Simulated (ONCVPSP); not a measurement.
S (Z = 16), ONCV: configuration errors across variants

S, optimised norm-conserving Vanderbilt (ONCV), made with ONCVPSP 4.0.1 (PBE, scalar-relativistic). Core [Ne], reference 3s2 3p4. Waves: 3s: rc 1.50 bohr, ncon 3, nbas 7, qcut 3.8 1/bohr, 3 projectors, debl 2.7 Ha; 3p: rc 1.65 bohr, ncon 4, nbas 9, qcut 3.9 1/bohr, 1 projector; d scattering state at 0.06 Ha: rc 1.70 bohr, ncon 4, nbas 9, qcut 6.6 1/bohr, 1 projector. Local part: polynomial inside 0.95 bohr (lpopt 4, dvloc0 0 Ha). Core correction: polynomial model core, fcfact 0.3.

All-electron excitation energies from the reference (eV): (1) 3s2 3p3 11.769; (2) 3s2 3p2 34.052; (3) 3s2 3p1 68.094; (4) 3s1 3p5 10.311.

Errors AE − PS in meV (a dash: test not solved or not reliable):

| change | (1) | (2) | (3) | (4) | bound ghosts | GHOST(+) flags above zero |
| --- | --- | --- | --- | --- | --- | --- |
| base | +3.7 | +25 | +78 | -4.7 | none | s |
| p: qcut 2.5 | +3.8 | +28 | +91 | -6.9 | none | s |
| p: qcut 3.8 | +3.7 | +25 | +78 | -4.7 | none | s |
| p: qcut 4.4 | +3.7 | +25 | +78 | -4.8 | none | s |
| p: qcut 5.1 | +3.7 | +26 | +82 | -5.4 | none | s |
| p: qcut 5.7 | +3.8 | +27 | +86 | -6.2 | none | s |

(1) Give the same row for: p: qcut 3.2.

## Answers

(1) +3.8, +26, +83, -5.6; bound ghosts: none; GHOST(+) flags above zero: s.
